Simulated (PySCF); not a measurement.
## Computed properties of C₂H₅FO₂Si, SMILES CC(O[SiH2]F)=O

Si(F)(H)2(OAc) (C2H5FO2Si), SMILES C(C)(O[SiH2]F)=O. The structure is a stationary point at B3LYP-D3(BJ)/def2-SVP. The values are those of a single conformer. All values are computed for the isolated molecule unless a solvent is named; none is compared with measurement here.

**Structure.** The optimised structure has Cs symmetry. All 27 harmonic modes at B3LYP-D3(BJ)/def2-SVP (PySCF) are real, so it is a minimum. With heavy atoms numbered as in [SiH2:1]([F:2])[O:3][C:4]([CH3:5])=[O:6], the shortest bond between them is C4–O6 at 1.210 Å and the longest Si1–O3 at 1.708 Å.

**Vibrations.** The strongest infrared lines (harmonic, unscaled, degenerate partners summed) lie at 1300 cm⁻¹ (270 km/mol, C 54 %, H 32 %, O 14 %), 1820 cm⁻¹ (236 km/mol, C 64 %, O 35 %), 942 cm⁻¹ (214 km/mol, H 69 %, O 17 %, Si 9 %). The softest mode is at 94 cm⁻¹ and the zero-point energy is 45.3 kcal/mol.

**Electronic structure.** PBE0/def2-TZVP (PySCF) places the frontier levels at -8.46 and -0.28 eV, a gap of 8.18 eV, and gives a dipole moment of 1.59 D and a mean polarisability of 52.7 bohr³. PBE/def2-TZVP (PySCF) at the same geometry gives -6.77 and -1.43 eV, so its gap is 2.84 eV narrower. An orbital gap is neither the optical nor the fundamental gap.

**Excitations.** TDA-PBE0/def2-SVPD (PySCF) has S1 at 5.84 eV (212 nm, f = 0.001, dark); the most intense of the 10 singlets computed lies at 8.17 eV (f = 0.15). T1 (TDA) is at 5.27 eV, 0.57 eV under S1. TDA-PBE/def2-SVPD (PySCF) puts S1 at 5.55 eV. No vertical singlet excitation falls in the visible range (under 3.1 eV).

**NMR.** GIAO shifts at HF/pcSseg-1 (PySCF) (non-relativistic, atoms alike by connectivity averaged): ¹³C from 24.8 to 185.3 ppm against TMS; ¹H from 2.5 to 4.9 ppm against TMS; ²⁹Si at -27.8 ppm against TMS; ¹⁹F at -149.7 ppm against CFCl3.
